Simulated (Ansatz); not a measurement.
Program: Ansatz. Geometries: PBE0-D4/def2-TZVP. ΔE: electronic, gas phase. CCSD(T)/CBS adds triple-zeta CCSD(T) − MP2 to the extrapolated MP2 energy (def2 sets, frozen cores). This one scheme is used for every species. DFT in def2-TZVPP. B3LYP here is the variant with VWN-RPA as its local correlation; programs differ in this. One conformer a species, not always the lowest.

`F[Si](F)(F)[Si](F)(F)F` + `C#N` → `N#C[Si](F)(F)F` + `F[SiH](F)F`  (formal exchange of groups at the Si–Si bond)

```csv
level,ΔE (kJ/mol),difference from CCSD(T)/CBS
LDA (SPW92),-41.0,17.0
PBE-D4,-36.7,21.3
B97M-V,-56.2,1.8
PBE0-D4,-44.0,14.0
B3LYP-D4,-47.5,10.5
r2SCANh-D4,-54.3,3.7
PBE-QIDH,-58.2,-0.2
r2SCAN,-54.2,3.8
PBE0,-47.6,10.4
CAM-B3LYP,-55.0,3.0
HF/def2-SVP,-68.7,-10.7
MP2/def2-SVP,-71.4,-13.4
MP2/def2-TZVPP,-68.3,-10.3
CCSD(T)/def2-TZVPP,-61.3,-3.3
SCS-MP2/def2-QZVPP,-67.1,-9.1
MP2/CBS(def2),-65.1,-7.1
CCSD(T)/CBS,-58.0,0
```

Largest T1 diagnostic among the species: 0.014.

The D4 term adds +6.2 kJ/mol with B3LYP and +3.6 kJ/mol with PBE0; it sums over pairs of atoms, weighted by their polarisabilities, and B3LYP, whose exchange is more repulsive, gets the larger term. From BLYP to BHLYP (50 % exact exchange), in def2-TZVPP and without D4, ΔE moves by −11.8 kJ/mol.
